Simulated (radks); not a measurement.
Question: The rubidium ion Rb6+ is in [Ar] 3d10 4s2 4p(1/2: 1, 3/2: 0). All-electron calculation, Dirac Kohn-Sham, BLYP, spin-unpolarised, spherical densities, finite nucleus; Fermi nuclear charge, rms radius of each element as measured or else 0.836 A^(1/3) + 0.57 fm. Program: a radial shooting solver on a logarithmic mesh with Libxc functionals. Sub-shells are occupied by j as written (lower j first in brackets). One electron is removed from 3d3/2, 4p1/2, 3d5/2, 4s1/2 in turn, with full relaxation. Which removal costs least, and what does each cost?

Answer: 4p1/2 98.845 eV; 4s1/2 117.77 eV; 3d5/2 210.13 eV; 3d3/2 211.79 eV. The 4p1/2 electron leaves first.
